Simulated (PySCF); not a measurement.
Al(H)2(nPr) (C₃H₉Al), SMILES [AlH2][CH2]CC.

Geometry optimised at B3LYP-D3(BJ)/def2-SVP. The structure was generated by enumeration; whether it is a known compound was not checked. The values are those of a single conformer.

Method: PBE/def2-TZVP (PySCF).

Symmetry labels are those of the subgroup Cs that the program uses (full group Cs).

Computed valence orbital energies around the gap with their symmetry:
```csv
orbital,symmetry,energy (eV)
HOMO−7,A',-10.40
HOMO−6,A',-9.70
HOMO−5,A",-9.15
HOMO−4,A',-9.09
HOMO−3,A',-8.09
HOMO−2,A",-7.77
HOMO−1,A',-6.97
HOMO,A',-6.33
LUMO,A",-2.08
LUMO+1,A',-0.17
LUMO+2,A',0.82
LUMO+3,A',0.92
```
